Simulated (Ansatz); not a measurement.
CH$_{7}$FO$_{3}$Si$_{2}$, SMILES `O[SiH](O)C[SiH](O)F` at its PBE0-D4/def2-TZVP geometry, where that method's forces vanish. The species carries charge 0 and has multiplicity 1.

```xyz
14

O    -1.0243   -1.5390   -1.3000
Si   -0.2876   -1.3489    0.1486
O     1.3670   -1.2838    0.0113
C    -0.7086    0.2852    0.9240
Si    0.0136    1.6873   -0.0544
O     1.6362    1.5993   -0.0883
F    -0.5890    1.5089   -1.5412
H    -1.0443   -0.7669   -1.8729
H    -0.6765   -2.5425    0.9323
H     1.8089   -2.0467   -0.3657
H    -0.3136    0.3236    1.9446
H    -1.7974    0.3840    0.9801
H    -0.3582    3.0461    0.3840
H     1.9738    0.6935   -0.1024
```

Q: What forces (eV/Å) does ωB97M-V/def2-TZVPP give on these atoms in Ansatz 0.2.0? (Best estimate.)

A: Computed: 
```
O1  -0.034  0.040 -0.104
Si2 -0.118 -0.085  0.227
O3   0.094 -0.032 -0.034
C4  -0.012  0.002  0.019
Si5 -0.117  0.166  0.208
O6   0.107 -0.084 -0.002
F7  -0.053 -0.040 -0.125
H8  -0.012 -0.028 -0.002
H9   0.047  0.137 -0.088
H10  0.005  0.027  0.016
H11 -0.027 -0.005 -0.064
H12  0.069 -0.003 -0.002
H13  0.043 -0.166 -0.050
H14  0.008  0.070  0.002
```
